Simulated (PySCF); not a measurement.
Species: C2H3Ga.
SMILES: `C#[C][GaH2]`

The closed-shell ground state was solved at several levels (PySCF, density fitting, gas phase). Geometry: PBE0-D3(BJ)/def2-SVP; no solvent, vibrations or thermal averaging. The calculation is non-relativistic and has no spin–orbit coupling, an omission that weighs most on gallium.

| level | basis functions | total energy (Eh) | HOMO (eV) | LUMO (eV) | gap (eV) | dipole (D) |
| --- | --- | --- | --- | --- | --- | --- |
| HF/def2-SVPD | 102 | -2000.3519 | -10.63 | 0.90 | 11.53 | 0.26 |
| PBE0/def2-TZVPD | 155 | -2002.4568 | -7.91 | -2.00 | 5.91 | 0.19 |
| PBE0/aug-cc-pVDZ | 109 | -2002.4017 | -7.90 | -2.03 | 5.87 | 0.18 |
| wB97X-D/def2-SVPD | 102 | -2002.5135 | -9.80 | -0.35 | 9.45 | 0.23 |
| LC-wPBE/def2-SVPD | 102 | -2002.1689 | -10.68 | 0.09 | 10.77 | 0.17 |
| LDA/def2-SVPD | 102 | -1998.7235 | -6.88 | -3.09 | 3.79 | 0.27 |
| BHandHLYP/def2-SVPD | 102 | -2002.4058 | -8.98 | -1.22 | 7.76 | 0.22 |
| PBE0/6-31G* | 66 | -2002.1429 | -7.69 | -1.90 | 5.79 | 0.37 |
| B3LYP/def2-SVPD | 102 | -2002.5366 | -7.70 | -2.28 | 5.42 | 0.26 |
| PBE0/def2-SVP | 75 | -2002.1230 | -7.86 | -1.95 | 5.91 | 0.30 |
| PBE0/def2-TZVP | 128 | -2002.4561 | -7.91 | -1.99 | 5.92 | 0.22 |
| CAM-B3LYP/def2-SVPD | 102 | -2002.5527 | -9.27 | -1.10 | 8.17 | 0.21 |
| PBE0/def2-SVPD | 102 | -2002.1273 | -7.94 | -2.01 | 5.93 | 0.24 |

Task: What might PBE0/aug-cc-pVTZ (220 basis functions) give for the same quantities?

Result: Total energy -2002.4920 Eh, HOMO -7.92 eV, LUMO -2.02 eV, gap 5.90 eV, dipole 0.19 D.

Task: Over all these levels, which gives the widest orbital gap and which the narrowest?

Result: HF/def2-SVPD (Hartree–Fock, all exact exchange) has the widest, 11.53 eV, and LDA/def2-SVPD (LDA) the narrowest, 3.79 eV. The two share the basis. From the narrowest to the widest the HOMO moves by -3.75 eV and the LUMO by +3.99 eV.

Task: How much does the basis alone move the frontier levels among the 7 PBE0 rows (the withheld one included)?

Result: The HOMO by 0.25 eV and the LUMO by 0.13 eV. By rising basis size (HOMO, LUMO in eV): 6-31G* -7.69, -1.90; def2-SVP -7.86, -1.95; def2-SVPD -7.94, -2.01; aug-cc-pVDZ -7.90, -2.03; def2-TZVP -7.91, -1.99; def2-TZVPD -7.91, -2.00; aug-cc-pVTZ -7.92, -2.02.

Task: In the def2-SVPD basis, how does the gap go with the fixed share of exact exchange?

Result: LDA (0 %) 3.79 eV; B3LYP (20 %) 5.42 eV; PBE0 (25 %) 5.93 eV; BHandHLYP (50 %) 7.76 eV; HF (100 %) 11.53 eV. Each rise in the share widens the gap here.

Task: How far do the dipole and the HOMO energy spread over the levels?

Result: The dipole runs from 0.17 to 0.37 D (mean 0.24 D) and the HOMO from -10.68 to -6.88 eV.

The pairwise dispersion term of wB97X-D wasn't added to the energies; at a given geometry it leaves orbitals and properties as they are.
